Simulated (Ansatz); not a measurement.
`CC(C)[O][AlH2]` + H₂O → `CC(O)[O][AlH2]` + CH₄ at 700 K and 1 bar (formal hydrolysis of a C–C bond).

Gas-phase electronic energies from Ansatz, PBE0-D4/def2-TZVP geometries. CCSD(T)/CBS is the MP2 limit (def2-TZVPP, def2-QZVPP) plus CCSD(T) − MP2 in def2-TZVPP, frozen cores. This one scheme is used for every species. Each species was taken in one conformer, which may not be the lowest.

| species | CCSD(T)/CBS energy (Eh) | H − E (kJ/mol) | S (J/(mol·K)) |
| --- | --- | --- | --- |
| `CC(C)[O][AlH2]` | -436.80104 | 383.7 | 497.1 |
| H₂O | -76.37941 | 80.5 | 218.4 |
| `CC(O)[O][AlH2]` | -472.71612 | 316.5 | 476.9 |
| CH₄ | -40.46206 | 145.9 | 224.0 |

H − E and S are ideal-gas, rigid-rotor, harmonic terms from PBE0-D4/def2-TZVP, for one conformer and one mirror image of each species. 1 Eh = 2625.50 kJ/mol, R = 8.31446 J/(mol·K).

Q: By hand: ΔE, ΔH, ΔS and ΔG.

A: ΔE = (-472.71612) + (-40.46206) − (-436.80104) − (-76.37941) = 0.00227 Eh = 6.0 kJ/mol. Δ(H − E) = 316.5 + 145.9 − 383.7 − 80.5 = -1.8, so ΔH = 4.2 kJ/mol. ΔS = 476.9 + 224.0 − 497.1 − 218.4 = -14.6 J/(mol·K). ΔG = 4.2 − 700 × (-14.6)/1000 = 14.4 kJ/mol.

Q: By hand: the equilibrium constant, and the temperature at which ΔG would vanish if ΔH and ΔS stayed fixed.

A: log₁₀ K = −ΔG/(RT ln 10) = -1.1. ΔH and −TΔS have one sign here, so there is no such temperature.

TΔS isn't small against ΔH here. A doubt of 5 kJ/mol in ΔE shifts log₁₀ K by 0.4 here. Other conformers and mirror images would add mixing entropy, several J/(mol·K) or more a flexible species. Modes under 60 cm⁻¹, often nearly free rotors, make the harmonic entropy too high. These are equilibria of isolated gas molecules and say nothing of rates. Largest T1 diagnostic: 0.012 (customary marks: 0.02 for closed shells, 0.045 for open ones).
